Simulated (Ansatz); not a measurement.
Coupled-cluster run, B2H5NSi, SMILES `BN1B[SiH2]1`.

```yaml
crystal:
  periodic: [false, false, false]
  atoms:
    - {symbol: B, position_ang: [-0.882459, 1.310353, 0.309385]}
    - {symbol: N, position_ang: [0.001038, 0.226896, 0.043608]}
    - {symbol: B, position_ang: [1.384716, 0.026424, -0.087631]}
    - {symbol: Si, position_ang: [0.234271, -1.504371, -0.303688]}
    - {symbol: H, position_ang: [-2.063473, 1.120342, 0.350147]}
    - {symbol: H, position_ang: [-0.418537, 2.400431, 0.488221]}
    - {symbol: H, position_ang: [2.337244, 0.731989, -0.016787]}
    - {symbol: H, position_ang: [-0.171514, -2.408763, 0.799031]}
    - {symbol: H, position_ang: [-0.332785, -1.949600, -1.599387]}
basis:
  gaussian: {orbitals: def2-TZVPP}
correlation: {method: ccsd_t}
output: {orbitals: {seedname: orbitals}}
```

```sh
$ ansatz run in.yaml --threads 2 --pin off --events-out ev --progress --plain --max-ram 4352MiB
```

The program prints (abridged):

```
Functional definition: HF
1195 factors; integrals over basis functions are off by at most 1.2e-3 eV
mean field evaluation 1: about -10764.0298 eV, gradient 3.9e1 eV
mean field evaluation 2: about -10764.2221 eV, gradient 3.9e1 eV
mean field evaluation 4: about -10767.9805 eV, gradient 4.2e0 eV
mean field evaluation 8: about -10768.0534 eV, gradient 1.5e-1 eV
mean field -10768.05353916 eV, -395.7186687152 hartree, gradient 3.1e-6 eV, S^2 0.000000; 0 other end points of the search recorded, 0 dependent functions left out
8 core orbitals not correlated: weight in the atoms' cores, before any rotation towards them, 1.000 or more for the frozen orbitals, at most 0.000 for the correlated occupied ones
reference -10768.05353916 eV, -395.7186687152 hartree; 10, 10 occupied and 187, 187 virtual orbitals, 1195 factors
second order -14.04815170 eV of doubles, -0.00000000 eV of singles
cycle   1  -14.64358045 eV  change   -6.0e-1 eV  update   9.3e-2
cycle   2  -15.09626767 eV  change   -4.5e-1 eV  update   2.9e-2
cycle   3  -15.18033548 eV  change   -8.4e-2 eV  update   1.4e-2
cycle   4  -15.17025866 eV  change    1.0e-2 eV  update   3.6e-3
cycle   5  -15.17037479 eV  change   -1.2e-4 eV  update   1.7e-3
cycle   6  -15.17030165 eV  change    7.3e-5 eV  update   5.0e-4
cycle   7  -15.17013377 eV  change    1.7e-4 eV  update   1.7e-4
cycle   8  -15.17020387 eV  change   -7.0e-5 eV  update   6.3e-5
cycle   9  -15.17021454 eV  change   -1.1e-5 eV  update   2.3e-5
perturbative correction -0.64569662 eV, -0.0237289132 hartree
Total energy: -10783.86945032 eV, -396.2998927298 hartree
```

It took 58 s on 2 threads of an Arm Neoverse V2 on a shared host, with 2.6 GiB of host memory at the peak.

MP2 recovers 88.8 % of the CCSD(T) correlation energy and the triples give 4.1 %; T1 = 0.0133.
